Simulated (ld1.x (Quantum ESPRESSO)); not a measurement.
**What one change does to a pseudopotential (Sb, TM)**

- Element: Sb (Z = 51)
- Generator: ld1.x (Quantum ESPRESSO) 7.5
- Type: norm-conserving Troullier–Martins (Kleinman–Bylander form)
- Functional: PBEsol
- Relativity: scalar-relativistic
- Frozen core: [Kr] 4d10
- Valence charge: 5
- Reference configuration: 5s2 5p3
- Partial waves: 5p (bound): rc 1.90 bohr; 5d channel at -0.1 Ry: rc 2.05 bohr; 5s (bound): rc 1.90 bohr
- Local potential: the s channel
- Core correction: Bessel-smoothed model core inside 2.00 bohr

Change: all radii but the core radius scaled by about 0.90 (s 1.70, p 1.70, d 1.84 bohr).

Cutoffs: the cutoffs (Ry, on a coarse ladder) from which the occupation-weighted sum of valence levels, in a spherical-Bessel basis at the reference potential, stays within 10 and 1 mRy of its value at 400 Ry; they do not see the model core or the augmentation charge, which bear on the density cutoff. Errors are all-electron minus pseudo energies relative to the spin-unpolarised reference configuration.

Question: How do hardness, ghosts and transferability respond?

Answer: The potential gets harder (30 Ry and 50 Ry → 40 Ry and 90 Ry); the bound ghosts move from d to d, p; of the 7 tests that both files solve, the error grows in 0 and shrinks in 2 by more than 15 % and 0.3 meV (median size 38.2 → 33.7 meV). A smaller radius makes the pseudo-wave follow the all-electron one further in, where it bends more sharply, so more plane waves are needed.

| quantity | base | changed |
| --- | --- | --- |
| cutoff, loose | 30 Ry | 40 Ry |
| cutoff, tight | 50 Ry | 90 Ry |
| loose cutoff by channel (10 mRy a level) | p 8 Ry, s 12 Ry | p 35 Ry, s 21 Ry |
| bound ghosts | d | p, d |
| error for 5s2 5p2, meV [ΔE 8.34 eV] | -5.5 | -5.5 |
| error for 5s2 5p1, meV [ΔE 24.36 eV] | -38 | -39 |
| error for 5s2 5p0, meV [ΔE 48.80 eV] | -150 | -155 |
| error for 5s1 5p4, meV [ΔE 8.14 eV] | -11 | -9.0 |
| error for 5s0 5p5, meV [ΔE 16.49 eV] | -41 | -34 |
| error for 5s1 5p0, meV [ΔE 93.13 eV] | -524 | -548 |
| error for 5s2 5p2.5, meV [ΔE 3.27 eV] | -1.3 | -1.3 |

 A true bound ghost makes a file unfit for plane-wave use even where its test errors are small: the radial tests pick states by their node count and pass the ghost by.
